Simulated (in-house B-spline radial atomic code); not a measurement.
Checks on a self-consistent run for P7+, [He] 2s1 (2p1/2)2 (2p3/2)3. Computed with a radial B-spline atomic code at the basis-set limit: Dirac-Hartree-Fock, average of the jj configuration, Fermi nucleus of rms radius 3.1889 fm.

```
orbital  q     ε (Eh)    <1/r>       <r²>  small-component weight
  1s1/2  2  -87.25369  14.6685  0.0143608               0.0028401
  2s1/2  1  -13.47543  3.01224   0.279656              0.00047576
  2p1/2  2  -11.42162  2.91082   0.241206              0.00044956
  2p3/2  3  -11.41350    2.897   0.242445              0.00044807
```

Electron-electron repulsion V_ee = 70.3934 hartree.

Question: What total energy follows from the eigenvalues?

Answer: The eigenvalues count the repulsion twice, so E = Σqε - V_ee = -245.067 - 70.393 = -315.460 hartree; the run printed -315.460.

Question: Does the Dirac virial theorem hold?

Answer: For a point nucleus E = -2c²Σq·w, with w the small-component weight. Here Σq·w = 0.0083993 and c = 137.0360, so the ratio E/(-2c²Σq·w) is 1.000002.

Question: What diamagnetic shielding (Lamb formula) and susceptibility (Langevin formula) do the radii give?

Answer: σ = (α²/3)Σq<1/r> = 46.8619/(3·137.036²) = 831.82 ppm, and χ = -0.79199×10⁻⁶·Σq<r²> = -1.202×10⁻⁶ cm³/mol with Σq<r²> = 1.5181 bohr². Both are non-relativistic formulas without the paramagnetism of open shells.
